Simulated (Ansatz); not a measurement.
Input for Ansatz (a quantum-chemistry and plane-wave program): U-wB97X-V/cc-pVTZ on BFH2O (SMILES OBF), a point of a bond scan (R = 1.460 Å).

Ansatz 0.2 input:
```yaml
crystal:
  periodic: [false, false, false]
  atoms:
    - {symbol: B, position_ang: [-0.35597186, -0.16970641, -0.21957831]}
    - {symbol: H, position_ang: [-1.28437305, -0.66736312, -0.78003284]}
    - {symbol: F, position_ang: [-0.12094772, 1.26358283, -0.36794695]}
    - {symbol: O, position_ang: [0.50508287, -0.86058104, 0.55608247]}
    - {symbol: H, position_ang: [0.30439133, -1.79901087, 0.61939460]}
basis:
  gaussian:
    orbitals: cc-pVTZ
hamiltonian:
  xc: {name: wB97X-V}
magnetization: {spin_polarized: true, initial_magnetization: 0}
```

The log:

```
WARN ansatz: RAYON_NUM_THREADS=1 ignored (pool sized by the plan → 1); use --threads N
Functional definition: wB97X-V
integrals: 0.04 GiB planned
645 factors; their error is unknown
integrals: 0.07 GiB planned
135 factors; integrals over basis functions are off by at most 1.3e-5 eV
mean field: 0.52 GiB planned
mean field evaluation 1: about -5471.9759 eV, gradient 3.4e1 eV
mean field evaluation 2: about -5471.5270 eV, gradient 3.9e1 eV
mean field evaluation 4: about -5475.6994 eV, gradient 4.7e-1 eV
mean field evaluation 8: about -5475.6903 eV, gradient 1.9e-1 eV
mean field evaluation 16: about -5475.6904 eV, gradient 2.2e-5 eV
mean field -5475.69042792 eV, -201.2279116699 hartree, gradient 2.2e-5 eV, S^2 0.000000; 0 other end points of the search recorded, 0 dependent functions left out
reference -5475.69042643 eV, -201.2279116152 hartree; 12, 12 occupied and 106, 106 virtual orbitals, 645 factors
Total energy: -5475.69042643 eV, -201.2279116152 hartree
```

The run converged.

Cost: around 4 core-seconds (rough).
